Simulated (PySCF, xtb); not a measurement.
C₄H₅ClSi, SMILES C#C[Si@H](Cl)C=C. Other conformers were not sampled.

Harmonic wavenumbers (cm⁻¹) from GFN2-xTB run with xtb at its own minimum, in rising order: 43, 85, 112, 149, 251, 278, 349, 458, 509, 620, 638, 662, 685, 688, 753, 924, 1014, 1028, 1275, 1418, 1666, 2209, 2225, 3023, 3077, 3105, 3355.

Question: What does PBE-D3(BJ)/def2-SVP run with PySCF give at its own minimum? (An estimate is asked for; the answer gives what the named calculation found.)

Answer: 78, 102, 127, 174, 254, 322, 403, 487, 543, 622, 680, 700, 707, 786, 796, 956, 976, 996, 1228, 1369, 1620, 2087, 2186, 3052, 3075, 3148, 3389. Paired by order, the mean absolute difference is 38 cm⁻¹ and the zero-point energies are 43.7 and 44.1 kcal/mol.
